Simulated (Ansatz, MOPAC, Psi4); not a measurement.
System: silyloxymethoxysilane, CH$_{8}$O$_{2}$Si$_{2}$, charge 0, multiplicity 1. SMILES: O([SiH3])CO[SiH3]
Geometry: optimised at B3LYP-D3(BJ)/def2-TZVP (Ansatz, an electronic-structure program).

Quantity: vertical ionisation energy to the doublet, in eV. Set-up: non-relativistic; PM7 with its own dispersion and hydrogen-bond terms; six Cartesian d functions in 6-31G* and its kin unless marked 5d; each state is the SCF solution reached for its charge and spin; UHF or UKS for open shells; dispersion terms only where a functional's name holds one; 6-311+G** with 5d, 6d on Na to Ar in Ansatz; no spin-orbit coupling. Ab initio and DFT rows: single points at B3LYP-D3(BJ) geometries (Ansatz). Semi-empirical rows: differences of heats of formation at the shared geometry for vertical values.

| level | program | vertical ionisation energy to the doublet (eV) |
|---|---|---|
| AM1 | MOPAC | 10.52 |
| PM6 | MOPAC | 10.69 |
| PM7 | MOPAC | 10.51 |
| MNDO | MOPAC | 10.68 |
| HF/6-31G* | Ansatz | 10.10 |
| PBE/6-31G* | Ansatz | 9.66 |
| B3LYP/6-31G* | Ansatz | 10.21 |
| B3LYP/6-311+G** | Ansatz | 10.38 |
| wB97X-D/6-31G* | Psi4 | 10.54 |
| B3LYP/def2-TZVPD | Ansatz | 10.38 |
| wB97M-V/def2-TZVPD | Ansatz | 10.84 |
| wB97X-V/def2-TZVPD | Ansatz | 10.88 |

No value to compare with is used here. The 9 habitual levels span 9.66 (PBE/6-31G*) to 10.69 eV (PM6); wB97M-V/def2-TZVPD gives 10.84.

The levels are drawn from those run, B3LYP/6-31G* more often than the rest, none by its result; left out are runs that failed, that the program found above a lower state of the same kind, or whose <S^2> lies over 0.5 above the pure value.
